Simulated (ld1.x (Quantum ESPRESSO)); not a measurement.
## Reading a pseudo-wave (N)

Columns: radius, all-electron u(r) and pseudo u(r) of the 2p shell (level -20.69 eV) of nitrogen in the configuration [He] 2s2 2p2; PBE, scalar-relativistic, TM scheme, ld1.x (Quantum ESPRESSO) 7.5.

```csv
r (bohr),all-electron,pseudo
0.088,0.0660,0.0249
0.175,0.1983,0.0956
0.262,0.3439,0.2037
0.350,0.4801,0.3382
0.438,0.5951,0.4821
0.525,0.6856,0.6177
0.612,0.7543,0.7335
0.700,0.8030,0.8214
0.788,0.8326,0.8764
0.875,0.8458,0.9001
0.962,0.8459,0.8985
1.050,0.8351,0.8783
1.138,0.8160,0.8465
1.225,0.7907,0.8094
1.312,0.7608,0.7704
1.400,0.7274,0.7312
1.487,0.6922,0.6933
1.575,0.6555,0.6557
1.662,0.6188,0.6188
1.750,0.5819,0.5819
1.838,0.5456,0.5456
1.925,0.5107,0.5107
2.012,0.4770,0.4770
2.100,0.4443,0.4443
2.188,0.4132,0.4132
2.275,0.3840,0.3840
```

Question: How many radial nodes do the two functions have?

Answer: The all-electron 2p function has n − l − 1 = 0; the pseudo-wave has 0.

Question: At about which radius was the pseudo-wave matched?

Answer: 1.75 bohr. The columns agree to 0.0005 from 1.57 bohr on; several derivatives are matched, so the curves merge somewhat inside the radius.

Question: Is the pseudo-wave norm-conserving?

Answer: Yes: the TM scheme keeps the norm inside the radius equal to the all-electron one, which fixes the energy derivative of the logarithmic derivative at the level.
